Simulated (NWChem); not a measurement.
System: C3H5F3; SMILES CCC(F)(F)F

Output (shortened):

```
             Northwest Computational Chemistry Package (NWChem) 7.3.0
             --------------------------------------------------------

                             Geometry "geometry" -> ""
                             -------------------------

 Output coordinates in angstroms (scale by  1.889725989 to convert to a.u.)

  No.       Tag          Charge          X              Y              Z
 ---- ---------------- ---------- -------------- -------------- --------------
    1 C                    6.0000     0.06782400     2.06914900     0.00000000
    2 C                    6.0000    -0.80846400     0.82959800     0.00000000
    3 C                    6.0000    -0.02092900    -0.45383900     0.00000000
    4 F                    9.0000     0.76868900    -0.55211900    -1.07692900
    5 F                    9.0000    -0.82815000    -1.51951400     0.00000000
    6 F                    9.0000     0.76868900    -0.55211900     1.07692900
    7 H                    1.0000     0.71380800     2.09694100     0.88944600
    8 H                    1.0000     0.71380800     2.09694100    -0.88944600
    9 H                    1.0000    -0.54938200     2.97823200     0.00000000
   10 H                    1.0000    -1.46182300     0.79885800     0.88520300
   11 H                    1.0000    -1.46182300     0.79885800    -0.88520300

 Effective nuclear repulsion energy (a.u.)     273.1080561656

  xc_inp: hfexch multiplicative factor not found.

                                 NWChem DFT Module
                                 -----------------

 Summary of "ao basis" -> "ao basis" (spherical)
 ------------------------------------------------------------------------------
       Tag                 Description            Shells   Functions and Types
 ---------------- ------------------------------  ------  ---------------------
 C                           6-31g*                  6       14   3s2p1d
 F                           6-31g*                  6       14   3s2p1d
 H                           6-31g*                  2        2   2s

            General Information
            -------------------
          SCF calculation type: DFT
          Wavefunction type:  closed shell.
          No. of atoms     :    11
          No. of electrons :    50
           Alpha electrons :    25
            Beta electrons :    25
          Charge           :     0
          Spin multiplicity:     1
          Use of symmetry is: off; symmetry adaption is: off
          Maximum number of iterations: 150
          AO basis - number of functions:    94
                     number of shells:    46
          Convergence on energy requested:  1.00D-06
          Convergence on density requested:  1.00D-05
          Convergence on gradient requested:  5.00D-04

              XC Information
              --------------
                     Hartree-Fock (Exact) Exchange  1.000

      Superposition of Atomic Density Guess
      -------------------------------------

 Sum of atomic energies:        -413.58892121

      Non-variational initial energy
      ------------------------------

 Total energy =    -416.181294
 1-e energy   =   -1115.425233
 2-e energy   =     426.135883
 HOMO         =      -0.386137
 LUMO         =       0.156615

     ---------------------------------------------
      Total Density - Mulliken Population Analysis
     ---------------------------------------------

    Atom       Charge   Shell Charges
 -----------   ------   -------------------------------------------------------
    1 C    6     6.68   2.00  0.71  2.04  0.68  1.22  0.03
    2 C    6     6.56   2.00  0.71  2.02  0.65  1.14  0.04
    3 C    6     4.38   2.00  0.62  1.20  0.19  0.25  0.13
    4 F    9     9.50   2.00  0.94  3.42  1.02  2.12  0.01
    5 F    9     9.50   2.00  0.94  3.42  1.02  2.12  0.01
    6 F    9     9.50   2.00  0.94  3.42  1.02  2.12  0.01
    7 H    1     0.78   0.47  0.31
    8 H    1     0.78   0.47  0.31
    9 H    1     0.77   0.47  0.30
   10 H    1     0.78   0.47  0.31
   11 H    1     0.78   0.47  0.31

   convergence    iter        energy       DeltaE   RMS-Dens  Diis-err
 ---------------- ----- ----------------- --------- --------- ---------
 d= 0,ls=0.0,diis     1   -414.7151137208 -6.88D+02  7.67D-03  1.23D+00
 d= 0,ls=0.0,diis     2   -414.8183016180 -1.03D-01  2.67D-03  3.73D-01
 d= 0,ls=0.0,diis     3   -414.8499845830 -3.17D-02  6.76D-04  7.67D-03
 d= 0,ls=0.0,diis     4   -414.8511711787 -1.19D-03  2.16D-04  5.22D-04
 d= 0,ls=0.0,diis     5   -414.8512538512 -8.27D-05  5.94D-05  2.17D-05
  Resetting Diis
 d= 0,ls=0.0,diis     6   -414.8512588538 -5.00D-06  1.29D-05  1.22D-06
 d= 0,ls=0.0,diis     7   -414.8512591237 -2.70D-07  3.14D-06  1.04D-07

         Total DFT energy =     -414.851259123741
      One electron energy =    -1117.191317030498
           Coulomb energy =      476.897227638623
    Exchange-Corr. energy =      -47.665225897502
 Nuclear repulsion energy =      273.108056165635

 Numeric. integr. density =        0.000000000000

                       DFT Final Molecular Orbital Analysis
                       ------------------------------------

 Vector   23  Occ=2.000000D+00  E=-5.426623D-01
              MO Center= -3.5D-01,  1.3D+00, -8.4D-15, r^2= 2.2D+00
   Bfn.  Coefficient  Atom+Function         Bfn.  Coefficient  Atom+Function
  ----- ------------  ---------------      ----- ------------  ---------------
    18      0.320245   2 C  py                4     -0.280147   1 C  py
     3     -0.267455   1 C  px               17      0.237783   2 C  px
    60      0.173439   5 F  py               22      0.162313   2 C  py
     8     -0.139541   1 C  py               64      0.136234   5 F  py
     7     -0.134805   1 C  px               21      0.123605   2 C  px

 Vector   24  Occ=2.000000D+00  E=-5.179013D-01
              MO Center= -2.6D-01,  1.1D+00, -1.8D-14, r^2= 3.1D+00
   Bfn.  Coefficient  Atom+Function         Bfn.  Coefficient  Atom+Function
  ----- ------------  ---------------      ----- ------------  ---------------
    32     -0.236286   3 C  py                3      0.228730   1 C  px
    17     -0.222941   2 C  px               89     -0.199820   9 H  s
    18      0.179381   2 C  py                4     -0.177983   1 C  py
    34     -0.174722   3 C  s                90     -0.169872   9 H  s
    31      0.143871   3 C  px               60      0.143519   5 F  py

 Vector   25  Occ=2.000000D+00  E=-5.155559D-01
              MO Center= -2.5D-01,  1.5D+00,  5.5D-15, r^2= 2.4D+00
   Bfn.  Coefficient  Atom+Function         Bfn.  Coefficient  Atom+Function
  ----- ------------  ---------------      ----- ------------  ---------------
     5      0.329415   1 C  pz               19     -0.286315   2 C  pz
     9      0.212712   1 C  pz               23     -0.191534   2 C  pz
    85      0.190465   7 H  s                87     -0.190465   8 H  s
    91     -0.168998  10 H  s                93      0.168998  11 H  s
    86      0.164128   7 H  s                88     -0.164128   8 H  s

 Vector   26  Occ=0.000000D+00  E= 2.319385D-01
              MO Center= -6.8D-01,  1.7D+00,  8.7D-13, r^2= 4.6D+00
   Bfn.  Coefficient  Atom+Function         Bfn.  Coefficient  Atom+Function
  ----- ------------  ---------------      ----- ------------  ---------------
     6      1.708825   1 C  s                20      1.358745   2 C  s
    90     -1.023853   9 H  s                92     -0.976980  10 H  s
    94     -0.976980  11 H  s                86     -0.681155   7 H  s
    88     -0.681155   8 H  s                21     -0.633369   2 C  px
     8      0.407720   1 C  py               34     -0.332785   3 C  s

[...]

                     NWChem Electrostatic Potential Fit Module
                     -----------------------------------------

 Atom parameters

 Number of atoms is                                   11
 Number of basis functions is                         94

 Grid parameters

 Maximum number of grid points is                  40582
 Number of grid points is                          40581
 Grid range                                     0.300000 nm
 Grid spacing                                   0.020000 nm
 Probe radius                                   0.070000 nm
 Atom radius factor                             1.000000

 Atomic radii

    1    0.100000
    6    0.147000
    9    0.128000
 FASTESP  F
  using M.O. file = ./job.movecs

    Atom              Coordinates                           Charge

                                                  ESP

    1 C     0.006782    0.206915    0.000000   -0.082344
    2 C    -0.080846    0.082960    0.000000   -0.049919
    3 C    -0.002093   -0.045384    0.000000    0.859501
    4 F     0.076869   -0.055212   -0.107693   -0.289076
    5 F    -0.082815   -0.151951    0.000000   -0.306112
    6 F     0.076869   -0.055212    0.107693   -0.288768
    7 H     0.071381    0.209694    0.088945    0.028989
    8 H     0.071381    0.209694   -0.088945    0.029357
    9 H    -0.054938    0.297823    0.000000    0.040362
   10 H    -0.146182    0.079886    0.088520    0.029041
   11 H    -0.146182    0.079886   -0.088520    0.028969
                                            ------------
                                                0.000000

 Dipole moment                                  0.998630

 Quadrupole moment Qxx                         -0.337973
                   Qyy                          2.577601
                   Qzz                         -2.239628

 RMS deviation kJ/mol                           0.045304

 RRMS %                                        24.192685
```

Level: Hartree-Fock/6-31G* (spherical d). The geometry was optimised at PBE0/def2-SVP.

Q: Reconstruct the input file.

A: This is not unique; one that fits is the input that was run:
```
start job
memory heap 200 mb stack 900 mb global 1100 mb
geometry units angstroms noautosym nocenter noautoz
  C      0.067824     2.069149     0.000000
  C     -0.808464     0.829598     0.000000
  C     -0.020929    -0.453839     0.000000
  F      0.768689    -0.552119    -1.076929
  F     -0.828150    -1.519514     0.000000
  F      0.768689    -0.552119     1.076929
  H      0.713808     2.096941     0.889446
  H      0.713808     2.096941    -0.889446
  H     -0.549382     2.978232     0.000000
  H     -1.461823     0.798858     0.885203
  H     -1.461823     0.798858    -0.885203
end
basis spherical
  C library 6-31g*
  F library 6-31g*
  H library 6-31g*
end
dft
  xc hfexch
  iterations 150
  mulliken
end
task dft energy
esp
  recalculate
  probe 0.07
  range 0.3
  factor 1.0
  spacing 0.02
end
task esp
```
